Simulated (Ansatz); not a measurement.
Molecule: C$_{5}$H$_{12}$Si, charge 0, multiplicity 1. 
Geometry from a B3LYP-D3(BJ)/def2-TZVP (Ansatz, a program for electronic structure) optimisation:
```
C
C 1 1.3389
H 2 1.0875 1 118.25
C 2 1.4977 3 114.30 1 179.61
H 4 1.0884 2 113.05 3 178.28
H 4 1.0938 5 108.29 2 122.92
H 4 1.0942 5 107.89 6 114.87
C 1 1.5147 2 123.35 3 178.70
H 8 1.0923 1 110.58 2 33.30
H 8 1.0942 9 105.82 5 -162.84
C 8 1.5332 9 109.46 10 -117.20
H 11 1.0913 8 110.69 9 -61.30
H 11 1.0914 12 107.59 8 121.48
H 11 1.0917 12 108.27 13 116.54
Si 1 1.8650 2 119.30 3 -0.03
H 15 1.4822 1 110.20 2 2.27
H 15 1.4857 16 109.26 3 119.73
H 15 1.4857 16 109.03 17 116.24
```

Property: vertical ionisation energy (to the doublet state of charge +1; each state is the SCF solution reached for its spin), in eV. Cores are frozen in the correlated levels unless marked. Open shells are spin-unrestricted. Spin-orbit coupling is left out. Non-relativistic. 

```csv
level,program,vertical ionisation energy (eV)
HF/aug-cc-pV(D+d)Z,Ansatz,7.86
HF/aug-cc-pV(T+d)Z,Ansatz,7.85
SVWN5/def2-TZVPD,Ansatz,9.02
PBE/def2-TZVPD,Ansatz,8.85
r2SCAN/def2-TZVPD,Ansatz,8.85
B3LYP/def2-TZVPD,Ansatz,8.99
PBE0/def2-TZVPD,Ansatz,8.97
BHLYP/def2-TZVPD,Ansatz,8.87
CAM-B3LYP/def2-TZVPD,Ansatz,9.07
wB97M-V/def2-TZVPD,Ansatz,9.10
wB97X-V/def2-TZVPD,Ansatz,9.10
B2PLYP/def2-TZVPD,Ansatz,9.11
MP2/aug-cc-pV(D+d)Z,Ansatz,9.44
RI-MP2/aug-cc-pV(T+d)Z,Ansatz,9.55
SCS-MP2/aug-cc-pV(D+d)Z,Ansatz,9.37
CCSD/aug-cc-pV(D+d)Z,Ansatz,9.15
CCSD(T)/aug-cc-pV(D+d)Z,Ansatz,9.25
```
